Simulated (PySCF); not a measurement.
PySCF input (M06-2X/6-31G* with LANL2DZ past Ar (5d)):

```python
from pyscf import gto, dft

mol = gto.M(
    atom='''
    Cu   -0.32601300   -0.14402200   -0.24774000
    O     1.05651000    0.35830300    0.78178700
    H     1.00228900    1.31020400    0.93017100
    ''',
    basis={'default': '6-31g*', 'Cu': 'lanl2dz'},
    ecp={'Cu': 'lanl2dz'},
    charge=0,
    spin=0,
    verbose=4,
)

mf = dft.RKS(mol, xc='m062x')
mf.grids.level = 4
mf.conv_tol = 1e-9
mf.max_cycle = 100
mf.max_memory = 1500
mf.kernel()
if not mf.converged:
    mf = mf.newton()
    mf.kernel(mf.make_rdm1())
mf.dip_moment()
```

Output:

```
PySCF version 2.14.0

[INPUT] verbose = 4
[INPUT] num. atoms = 3
[INPUT] num. electrons = 28
[INPUT] charge = 0
[INPUT] spin (= nelec alpha-beta = 2S) = 0
[INPUT] symmetry False subgroup None
[INPUT] Mole.unit = angstrom
[INPUT] Symbol           X                Y                Z      unit          X                Y                Z       unit  Magmom
[INPUT]  1 Cu    -0.326013000000  -0.144022000000  -0.247740000000 AA   -0.616075283048  -0.272162135912  -0.468160750100 Bohr   0.0
[INPUT]  2 O      1.056510000000   0.358303000000   0.781787000000 AA    1.996514547864   0.677094539610   1.477363317745 Bohr   0.0
[INPUT]  3 H      1.002289000000   1.310204000000   0.930171000000 AA    1.894051707664   2.475926727310   1.757768439013 Bohr   0.0

nuclear repulsion = 53.5678891656976
number of shells = 15
number of NR pGTOs = 76
number of NR cGTOs = 38
basis = {'default': '6-31g*', 'Cu': 'lanl2dz'}
ecp = {'Cu': 'lanl2dz'}

******** <class 'pyscf.dft.rks.RKS'> ********
method = RKS
initial guess = minao
damping factor = 0
level_shift factor = 0
DIIS = <class 'pyscf.scf.diis.CDIIS'>
diis_start_cycle = 1
diis_space = 8
diis_damp = 0
SCF conv_tol = 1e-09
SCF conv_tol_grad = None
SCF max_cycles = 100
direct_scf = True
direct_scf_tol = 1e-13
XC library pyscf.dft.libxc version 7.1.2
    S. Lehtola, C. Steigemann, M. J. T. Oliveira, and M. A. L. Marques,  SoftwareX 7, 1–5 (2018)
XC functionals = m062x
    Y. Zhao and D. G. Truhlar,  Theor. Chem. Acc. 120, 215 (2008)
    Y. Zhao and D. G. Truhlar,  Theor. Chem. Acc. 120, 215 (2008)
radial grids:
    Treutler-Ahlrichs [JCP 102, 346 (1995); DOI:10.1063/1.469408] (M4) radial grids

becke partition: Becke, JCP 88, 2547 (1988); DOI:10.1063/1.454033
pruning grids: <function nwchem_prune>
grids dens level: 4
symmetrized grids: False
atomic radii adjust function: <function treutler_atomic_radii_adjust>
small_rho_cutoff = 0
Set gradient conv threshold to 3.16228e-05
Initial guess from minao.
tot grids = 74352
init E= -270.100609134379
  HOMO = 0.15147489493325  LUMO = 0.190744589761351  gap/eV = 1.06858
cycle= 1 E= -235.881214995544  delta_E= 34.2  |g|= 5.66  |ddm|= 10.4
  HOMO = -1.96392483148528  LUMO = -1.96075587204764  gap/eV = 0.08623
cycle= 2 E= -250.621104401614  delta_E= -14.7  |g|= 5.18  |ddm|= 12.9
  HOMO = -1.90990327356998  LUMO = -0.888579820727391  gap/eV = 27.79163
cycle= 3 E= -268.231010374177  delta_E= -17.6  |g|= 3.67  |ddm|=  7.4
  HOMO = -0.721890158963856  LUMO = -0.376966734756464  gap/eV = 9.38584
cycle= 4 E= -271.172946015802  delta_E= -2.94  |g|= 1.76  |ddm|= 1.94
  HOMO = -0.41035585858639  LUMO = -0.209158862383088  gap/eV = 5.47485
cycle= 5 E= -271.80793742296  delta_E= -0.635  |g|= 0.805  |ddm|= 0.911
  HOMO = -0.332551404226565  LUMO = -0.0854911873055708  gap/eV = 6.72285
cycle= 6 E= -271.927943870529  delta_E= -0.12  |g|= 0.237  |ddm|= 0.453
  HOMO = -0.310313727487947  LUMO = -0.0718403326914787  gap/eV = 6.48919
cycle= 7 E= -271.938220666899  delta_E= -0.0103  |g|= 0.0653  |ddm|= 0.156
  HOMO = -0.291778240739195  LUMO = -0.070069919981496  gap/eV = 6.03299
cycle= 8 E= -271.939232464462  delta_E= -0.00101  |g|= 0.00678  |ddm|= 0.0528
  HOMO = -0.292322712250656  LUMO = -0.0712960751434513  gap/eV = 6.01444
cycle= 9 E= -271.939294360939  delta_E= -6.19e-05  |g|= 0.00502  |ddm|= 0.0211
  HOMO = -0.29297906360813  LUMO = -0.0709921563553872  gap/eV = 6.04057
cycle= 10 E= -271.939308394771  delta_E= -1.4e-05  |g|= 0.00182  |ddm|= 0.0102
  HOMO = -0.293359583984417  LUMO = -0.0709157975736705  gap/eV = 6.05300
cycle= 11 E= -271.939311075337  delta_E= -2.68e-06  |g|= 0.000291  |ddm|= 0.00587
  HOMO = -0.293395993910712  LUMO = -0.070892003645862  gap/eV = 6.05464
cycle= 12 E= -271.939311199238  delta_E= -1.24e-07  |g|= 9.4e-05  |ddm|= 0.00128
  HOMO = -0.293428294469187  LUMO = -0.0708749212309479  gap/eV = 6.05599
cycle= 13 E= -271.939311209747  delta_E= -1.05e-08  |g|= 1.3e-05  |ddm|= 0.000376
  HOMO = -0.293431781985816  LUMO = -0.0708732830416348  gap/eV = 6.05613
cycle= 14 E= -271.939311210072  delta_E= -3.25e-10  |g|= 5.55e-06  |ddm|= 6.78e-05
  HOMO = -0.293433956506434  LUMO = -0.0708727479784947  gap/eV = 6.05620
Extra cycle  E= -271.939311210078  delta_E= -6.03e-12  |g|= 7.08e-06  |ddm|= 1.03e-05
converged SCF energy = -271.939311210078
Dipole moment(X, Y, Z, Debye): -3.59952, -0.07423, -2.44075
```

The geometry given is a B3LYP-D3(BJ)/def2-TZVP minimum.
